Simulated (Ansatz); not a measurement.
System: NH$_{2}$Se, charge 0, doublet. NH2Se (SMILES N[Se], doublet).
B3LYP-D3(BJ)/def2-TZVP minimum from Ansatz (a program for electronic structure):
```
N
H 1 1.0064
H 1 1.0064 2 116.88
Se 1 1.7903 2 121.21 3 -170.51
```
Charge 0, spin multiplicity 2.

Total energies in cc-pVDZ, 13 correlated electrons, 15 frozen orbitals. Radicals and triplets start from unrestricted determinants; spin-orbit coupling is neglected. Correlated methods leave the cores frozen (noble-gas shells, and filled d and f shells in the p block). No relativity.

| method | program | energy (Eh) | minus CCSDTQ (mEh) |
|---|---|---|---|
| HF | Ansatz | -2455.40300 | 304.43 |
| MP2 | Ansatz | -2455.67514 | 32.29 |
| CCSD | Ansatz | -2455.69826 | 9.17 |
| CCSD(T) | Ansatz | -2455.70613 | 1.30 |
| CCSDT(Q) | Ansatz | -2455.70750 | -0.07 |
| CCSDTQ | Ansatz | -2455.70743 | 0.00 |

Rough core times of Ansatz's runs on a shared machine: CCSD(T) under 20 s, CCSDT(Q) 30 s, CCSDTQ 40 min.
